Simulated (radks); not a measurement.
Species: the xenon ion Xe37+. Configuration: [Ne] 3s2 3p5. Method: non-relativistic Kohn-Sham, TPSS, spin-polarised, spherical densities, point nucleus; open shells are filled with parallel spins first (spin-orbit coupling, left out, can overturn this in heavy ions); meta-GGA in the generalised Kohn-Sham scheme; relativity is left out, which matters for an element this heavy; computed with a radial shooting solver on a logarithmic mesh with Libxc functionals. Some entries of the table are withheld. Estimate them.

| orbital | occ. | eigenvalue (hartree) | <1/r> (bohr^-1) |
|---|---|---|---|
| 1s up | 1 | -1287.674 | 53.48 |
| 1s down | 1 | -1287.591 | 53.48 |
| 2s up | 1 | -257.7246 | 12.44 |
| 2s down | 1 | -257.6827 | 12.44 |
| 2p up | 3 | (1) | 12.41 |
| 2p down | 3 | (2) | 12.41 |
| 3s up | 1 | -98.98863 | 5.053 |
| 3s down | 1 | -98.73971 | 5.047 |
| 3p up | 3 | -95.15650 | 4.998 |
| 3p down | 2 | -94.90442 | 4.994 |

Answer. 
(1) 2p up eigenvalue (hartree): -247.6092
(2) 2p down eigenvalue (hartree): -247.5292
